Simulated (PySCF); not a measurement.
# How methods differ on the excitation energy of Rh⁺

Rh⁺ [Kr] 4d8 (3F) → Rh⁺ [Kr] 4d7 5s1 (5F), as a difference of total energies. Calculation: PySCF 2.14, in aug-cc-pVDZ-PP with ECP28MDF; scalar relativity through the core potential. Correlated levels: valence: 4s2 4p6 frozen. The calculations carry no spin-orbit coupling.

| method | excitation energy (cm⁻¹) |
| --- | --- |
| UHF | 11049 |
| MP2 (valence) | 16671 |
| SCS-MP2 (valence) | 18680 |
| CCSD (valence) | 15780 |
| CCSD(T) (valence) | 16041 |

Errors of the correlated levels include the incompleteness of this basis and the frozen core.

Which method comes closest to the reference value, and which is furthest?

The reference is 17145 cm⁻¹ (measured; NIST levels, between the centres of gravity of the two terms). Closest: MP2 (valence) (error -474.01 cm⁻¹); furthest: UHF (error -6095.8 cm⁻¹).
